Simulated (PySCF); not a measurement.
C3H4F3NSi.
Structure used (GFN2-xTB), in Å, numbered top down from 1:
```xyz
12
C3H4F3NSi angstrom
C      2.5792   -1.1311   -0.1667
C      1.5153   -0.6863    0.1765
Si    -0.1310   -0.0162    0.6919
N     -1.5116   -1.0074    0.5152
C     -0.4823    1.3870   -0.6099
F      0.5070    2.2985   -0.6944
F     -0.6542    0.9081   -1.8633
F     -1.6038    2.0851   -0.3323
H      3.5130   -1.5111   -0.4684
H     -0.0925    0.5883    2.0172
H     -1.6302   -1.8395    1.0673
H     -2.0076   -1.0762   -0.3592
```

Theory: TDDFT B3LYP/def2-SVPD, vertical, gas phase, core orbitals frozen in the response in PySCF 2.14.0, density-fitted response routines.

List the vertical singlet excitations with oscillator strengths and describe the spectrum.

| state | E (eV) | E (kJ/mol) | λ (nm) | f | main configurations (H = HOMO, L = LUMO) |
| --- | --- | --- | --- | --- | --- |
| S1 | 5.84 | 564 | 212.3 | 0.018 | H→L (68%), H-1→L (17%) |
| S2 | 5.98 | 577 | 207.4 | 0.016 | H-1→L (58%), H→L (21%), H-1→L+1 (8%) |
| S3 | 6.13 | 592 | 202.2 | 0.0044 | H→L+1 (62%), H-2→L+1 (21%), H-1→L (9%) |
| S4 | 6.27 | 605 | 197.7 | 0.0047 | H-2→L (53%), H-1→L+1 (36%) |
| S5 | 6.59 | 636 | 188.1 | 0.0090 | H-2→L+1 (59%), H→L+1 (32%) |
| S6 | 7.22 | 697 | 171.7 | 0.015 | H→L+2 (90%) |
| S7 | 7.57 | 730 | 163.8 | 0.095 | H-3→L (41%), H-1→L+2 (21%), H-1→L (8%) |
| S8 | 7.74 | 746 | 160.3 | 0.088 | H-2→L+2 (25%), H-1→L+2 (17%), H-1→L+1 (12%) |

Triplets, Tamm–Dancoff:

| state | E (eV) | λ (nm) | main configurations (H = HOMO, L = LUMO) |
| --- | --- | --- | --- |
| T1 | 4.95 | 250.2 | H-2→L (26%), H-1→L+1 (23%), H→L (19%) |
| T2 | 5.35 | 231.7 | H-1→L+1 (30%), H-1→L (24%), H→L (21%) |
| T3 | 5.40 | 229.7 | H-2→L+1 (26%), H-1→L (26%), H-1→L+1 (20%) |

The lowest singlet lies at 5.84 eV (212 nm, ultraviolet) and is weak; its leading configuration is HOMO→LUMO (68%). The strongest level in the table is S7 at 7.57 eV (164 nm, f = 0.095). Löwdin shares by element: HOMO nitrogen 62%, carbon 16% or more, silicon 8%; LUMO carbon 44% or more, silicon 23%, nitrogen 8% (atoms not listed hold the other 25%). The oscillator strengths of these states sum to 0.250; summed over the whole spectrum of an exact calculation they would give the number of electrons, 70 (Thomas–Reiche–Kuhn). Of the 8 states listed, 5 reach f = 0.01 and none stays under 0.0005. The listed states span 1.90 eV, and the widest gap between neighbours is 0.63 eV (S5 to S6). Singlets were solved by full linear response, triplets in the Tamm–Dancoff approximation.

Hardware: Intel Xeon at 2.50 GHz, one thread, on a shared host. Cost: 1.8 min wall, 82 s CPU, 0.83 GiB resident at most.

One conformer stands for the species.
